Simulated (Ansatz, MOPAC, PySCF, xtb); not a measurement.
Complex: CH4 (SMILES C) (first 5 atoms) with H2 (SMILES [H][H]); geometry from B3LYP-D3(BJ)/def2-TZVP, rigid monomers moved along the line of their centres of mass till C1···H7 is 3.56 Å.
(charge 0, multiplicity 1):
```xyz
7

C     -0.01988     0.01484    -0.13400
H     -0.04397     0.02986    -1.22287
H     -1.03699    -0.05171     0.25019
H      0.55370    -0.84723     0.20406
H      0.44769     0.92846     0.23092
H      0.06700    -0.04940     4.17243
H      0.05101    -0.03868     3.42869
```

Interaction energies are E(AB) − E(A) − E(B) at the monomers' geometry in the complex; basis-set methods are counterpoise corrected. Rows marked so take none.

Rows in 6-31G*, STO-3G carry no dispersion term and start afresh at each structure (6-31G* with six Cartesian d functions). The state that PM3 reach isn't checked.

Run with Ansatz (Gaussian basis) for Hartree–Fock, density functionals and correlated methods; MOPAC for PM3 (differences of heats of formation); PySCF for 6-31G* rows, STO-3G rows, the dispersion terms; xtb for the GFN methods. Values without a source in brackets are computed.

```csv
level,interaction energy (meV)
GFN-FF,-6.1
PM3,-5.1
GFN2-xTB,-8.2
HF/STO-3G (no counterpoise),0.0
HF/6-31G*,1.1
PBE-D4/def2-TZVPPD,-14.0
r2SCAN/def2-TZVPPD,-2.3
B3LYP/def2-TZVPPD,?
PBE0/def2-TZVPPD,?
```

Complete the blanks.


- B3LYP/def2-TZVPPD, interaction energy (meV): 2.9
- PBE0/def2-TZVPPD, interaction energy (meV): -5.6

Ansatz is a first-principles code.
